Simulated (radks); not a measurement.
The numbers below are computed, except where a source is named.
Spherical jellium clusters: N electrons in a uniform positive sphere of charge N and radius rs N^(1/3), rs = 2.44 bohr. Level of theory: non-relativistic Kohn-Sham, LDA (Slater exchange, Perdew-Wang correlation), spin-polarised, spherical densities (a radial shooting solver with Libxc functionals). Levels are named by radial order and angular momentum (1s, 1p, 1d, 2s, ...), and open shells are averaged over m.

N = 31, configuration 1s2 1p6 1d10 2s2 1f(up 7, down 4). This is the lowest configuration that the search found. Occupied and some empty levels:

| level | occupation | eigenvalue (eV) | <r> (bohr) |
|---|---|---|---|
| 1s up | 1 | -10.234 | 4.323 |
| 1s down | 1 | -10.097 | 4.235 |
| 1p up | 3 | -8.3561 | 5.375 |
| 1p down | 3 | -8.1432 | 5.330 |
| 1d up | 5 | -6.2029 | 6.112 |
| 1d down | 5 | -5.9553 | 6.102 |
| 2s up | 1 | -5.6721 | 5.271 |
| 2s down | 1 | -5.5227 | 5.325 |
| 1f up | 7 | -3.8134 | 6.771 |
| 1f down | 4 | -3.5594 | 6.793 |
| 2p up | 0 | -3.0510 | 6.470 |
| 2p down | 0 | -2.9167 | 6.523 |
| 1g up | 0 | -1.2868 | 7.552 |
| 1g down | 0 | -1.0535 | 7.635 |
| 2d up | 0 | -0.86427 | 8.807 |
| 2d down | 0 | -0.75862 | 9.000 |

Energy (eV): total -32.3160, kinetic 134.22, external -3990.0, Hartree 1948.4, exchange-correlation -171.88, background 2047.0.
